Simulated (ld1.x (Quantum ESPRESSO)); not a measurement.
# What the settings do to the TM potential of Te

Base potential:

ld1.x (Quantum ESPRESSO) 7.5 input, shortened:

```
&input
   title='Te', zed=52., rel=2, dft='PBE', iswitch=3,
   config='[Kr] 4d10 5s2 5p4', rel_dist='average'
 /
 &inputp
   pseudotype=2, tm=.true., lloc=0,
   nlcc=.false.
 /
2
5P  2  1   4.00   0.00  1.95  1.95  0.0
5S  1  0   2.00   0.00  1.90  1.90  0.0
 &test
   configts(1)='5s2 5p4'
 /
```

Open shells are filled in proportion to 2j + 1 (rel_dist='average').

All-electron outer shells of the reference configuration (PBE, scalar-relativistic, ld1.x):

| shell | level (eV) | outermost node (bohr) | outermost maximum (bohr) |
| --- | --- | --- | --- |
| 4p | -114.41 | 0.38 | 0.74 |
| 4d | -41.65 | 0.36 | 0.81 |
| 5s | -15.11 | 0.91 | 1.80 |
| 5p | -5.95 | 1.00 | 2.17 |

Cutoffs, loose and tight: the cutoffs (Ry, on a coarse ladder) from which the occupation-weighted sum of valence levels, in a spherical-Bessel basis at the reference potential, stays within 10 and 1 mRy of its value at 400 Ry. They do not see the model core or the augmentation charge, which bear on the density cutoff. Test errors are all-electron minus pseudo excitation energies from the reference, over the configurations 5s2 5p3; 5s2 5p2; 5s2 5p1; 5s2 5p0; 5s2 5p3.5; 5s2 5p4.3; 5s1 5p5. A dash means not determined; rows that change the core or the reference have their own tests.

A true bound ghost makes a file unfit for plane-wave use even where its test errors are small: the radial tests pick states by their node count and pass the ghost by.

| change | outcome | cutoff, loose | cutoff, tight | bound ghosts | largest test error (meV) |
| --- | --- | --- | --- | --- | --- |
| base | generated | 30 Ry | 50 Ry | none | -37 |
| wave 5s (bound): rc 1.90 bohr becomes 5s (bound): rc 1.24 bohr | generated | 140 Ry | 230 Ry | p3/2, p1/2, s (extra level of the local part) | +403 |
| wave 5s (bound): rc 1.90 bohr becomes 5s (bound): rc 2.18 bohr | generated | 25 Ry | 40 Ry | none | -24 |
| wave 5s (bound): rc 1.90 bohr becomes 5s (bound): rc 2.44 bohr | generated | 21 Ry | 35 Ry | none | +98 |

**Question.** What comes out with this change to the base: wave 5s (bound): rc 1.90 bohr becomes 5s (bound): rc 2.82 bohr?

**Answer.** outcome: generated; cutoff, loose: 15 Ry; cutoff, tight: 35 Ry; bound ghosts: none; largest test error (meV): +261.

**Question.** What comes out with this change to the base: wave 5s (bound): rc 1.90 bohr becomes 5s (bound): rc 1.56 bohr?

**Answer.** outcome: generated; cutoff, loose: 35 Ry; cutoff, tight: 70 Ry; bound ghosts: none; largest test error (meV): -26.

**Question.** What comes out with this change to the base: wave 5s (bound): rc 1.90 bohr becomes 5s (bound): rc 1.94 bohr?

**Answer.** outcome: generated; cutoff, loose: 30 Ry; cutoff, tight: 45 Ry; bound ghosts: none; largest test error (meV): -36.

Reading the sweep of the s radius (base included, trends over the rows without a ghost): The loose cutoff falls from 35 Ry at 1.56 to 15 Ry at 2.82 bohr. A larger radius leaves more room for a smooth pseudo-wave, so fewer plane waves are needed; a smaller one forces it to follow the all-electron wave where it bends sharply. The median size of the test errors (rows with all tests solved) is not monotonic: lowest 0.7 meV at 2.44 bohr, highest 13.2 meV at 2.82 bohr. Bound ghosts are found at 1.24 bohr.
